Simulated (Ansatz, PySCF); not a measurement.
Molecule: sum formula H6SiN3O, net charge 0, doublet state. It need not be the lowest isomer of its formula. 
Structure (B3LYP-D3(BJ)/def2-TZVP (Ansatz, a quantum-chemistry and plane-wave program) minimum search):
SMILES: N[Si](N)(N)[O]
```xyz
11

Si     0.0440    -0.0577     0.0275
O     -0.6549    -1.3559     0.7139
N     -1.4289     0.8562    -0.1705
N      1.1286     0.9359     0.8966
N      0.8244    -0.5031    -1.4126
H     -2.1200     0.5005    -0.8162
H     -1.8812     1.2758     0.6302
H      2.0776     0.6247     1.0316
H      0.8197     1.4960     1.6754
H      0.6186    -1.3666    -1.8843
H      1.4409     0.1009    -1.9282
```
Charge 0, spin multiplicity 2.

Wanted: atomisation energy (electronic, to ground-state atoms), in kcal/mol. Correlated levels leave the core frozen unless marked. UHF or UKS for open shells. No spin-orbit coupling. No relativistic terms. The coupled-cluster limit lacks core correlation, which all-electron functionals hold. CBS(X,Y): correlation extrapolated as X^-3; Hartree-Fock from the larger set. The bracket is a focal-point correction in the basis named.

```tsv
level	program	atomisation energy (kcal/mol)
HF/def2-TZVPD	PySCF	620.5
HF-D3(BJ)/def2-TZVPD	PySCF + dftd3	662.0
```

**Question.** What does RI-MP2/CBS(cc-pV(T+d)Z,cc-pV(Q+d)Z)+[CCSD(T)-MP2]/cc-pV(T+d)Z (Ansatz) give?

**Answer.** 938.6 kcal/mol
